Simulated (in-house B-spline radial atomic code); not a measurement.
Checks on a self-consistent run for Re8+, [Ar] 3d10 4s2 (4p1/2)1 (4p3/2)4 4d10 4f14 5s2 5p6. Level of theory: Dirac-Hartree-Fock, average of the jj configuration, Fermi nucleus of rms radius 5.3698 fm; calculated with a B-spline radial code for spherical atoms.

| orbital | q | ε (Eh) | <1/r> | <r²> | small-component weight |
| --- | --- | --- | --- | --- | --- |
| 1s1/2 | 2 | -2656.43524 | 88.71 | 0.000447913 | 0.080212 |
| 2s1/2 | 2 | -469.90945 | 21.6494 | 0.00680924 | 0.018246 |
| 2p1/2 | 2 | -448.86982 | 21.5657 | 0.00487122 | 0.018267 |
| 2p3/2 | 4 | -395.88992 | 18.0349 | 0.00606238 | 0.016456 |
| 3s1/2 | 2 | -114.90784 | 7.96444 | 0.044246 | 0.006049 |
| 3p1/2 | 2 | -105.51340 | 7.85527 | 0.0407713 | 0.0059626 |
| 3p3/2 | 4 | -93.89221 | 6.95533 | 0.0471299 | 0.0054647 |
| 3d3/2 | 4 | -78.42462 | 6.82991 | 0.0365842 | 0.0053198 |
| 3d5/2 | 6 | -75.93158 | 6.61582 | 0.0383684 | 0.0051761 |
| 4s1/2 | 2 | -28.84137 | 3.33514 | 0.217997 | 0.0019809 |
| 4p1/2 | 1 | -25.12510 | 3.21669 | 0.227283 | 0.0018842 |
| 4p3/2 | 4 | -22.24603 | 2.9266 | 0.256682 | 0.0017153 |
| 4d3/2 | 4 | -15.64511 | 2.70869 | 0.278561 | 0.0015128 |
| 4d5/2 | 6 | -15.27461 | 2.64025 | 0.289343 | 0.0014673 |
| 4f5/2 | 6 | -6.99205 | 2.25117 | 0.360897 | 0.0011087 |
| 4f7/2 | 8 | -6.93986 | 2.22607 | 0.367669 | 0.0010906 |
| 5s1/2 | 2 | -8.02393 | 1.34777 | 1.11471 | 0.00048458 |
| 5p1/2 | 2 | -6.58974 | 1.26145 | 1.27475 | 0.0004431 |
| 5p3/2 | 4 | -6.10446 | 1.15397 | 1.4424 | 0.00038429 |

Electron-electron repulsion V_ee = 5876.9024 hartree.

(1) What total energy follows from the eigenvalues?

(2) Does the Dirac virial theorem hold?

(3) What diamagnetic shielding (Lamb formula) and susceptibility (Langevin formula) do the radii give?

Results:

(1) The eigenvalues count the repulsion twice, so E = Σqε - V_ee = -10796.824 - 5876.902 = -16673.727 hartree; the run printed -16673.727.

(2) For a point nucleus E = -2c²Σq·w, with w the small-component weight. Here Σq·w = 0.44383 and c = 137.0360, so the ratio E/(-2c²Σq·w) is 1.000280; the finite nucleus accounts for the departure from 1.

(3) σ = (α²/3)Σq<1/r> = 551.884/(3·137.036²) = 9796.2 ppm, and χ = -0.79199×10⁻⁶·Σq<r²> = -16.62×10⁻⁶ cm³/mol with Σq<r²> = 20.979 bohr². Both are non-relativistic formulas without the paramagnetism of open shells; for so heavy an element the full relativistic shielding is larger by tens of per cent.
